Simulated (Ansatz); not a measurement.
ClCu, singlet, at a GFN2-xTB geometry (such geometries of metal compounds can be far from the true shape). Base run: PBE0/cc-pVDZ run with Ansatz (a quantum-chemistry and plane-wave program).

Geometry (Å):
```xyz
2

Cu     0.0000     0.0000    -0.7578
Cl     0.0000     0.0000     1.2927
```
All else is at Ansatz's defaults.

The base run was repeated with changes; each row names its change, and settings that it needs were set with it.

```
change                                                                basis functions       E (Eh)
--------------------------------------------------------------------  ---------------  -----------
base                                                                               61  -2100.40486
basis = ANO-RCC-VDZP; relativity = spin-free X2C; nucleus = Gaussian               52  -2116.07852
basis = cc-pVTZ-DK; relativity = spin-free X2C                                    102  -2116.09600
basis = cc-pVTZ-DK; relativity = none                                             102  -2092.49501
basis = cc-pVDZ-DK; relativity = spin-free X2C                                     61  -2116.07370
basis = ANO-RCC-VDZP; relativity = spin-free X2C                                   52  -2116.08666
basis = ANO-RCC-VDZP; relativity = none                                            52  -2092.37738
basis = cc-pVDZ-DK; relativity = spin-free X2C; nucleus = Gaussian                 61  -2116.06570
basis = cc-pVTZ-DK; relativity = spin-free X2C; nucleus = Gaussian                102  -2116.08799
basis = cc-pVDZ-DK; relativity = none                                              61  -2092.48868
```

Absolute energies of different levels of theory aren't comparable as measures of quality.

Ansatz warned in this series: the basis is contracted for relativity, which the run leaves out.

Basis sets contracted for a relativistic Hamiltonian are a mismatch without it, so the rows without relativity aren't non-relativistic limits. No row has spin-orbit coupling; sets with core potentials leave out the core electrons.
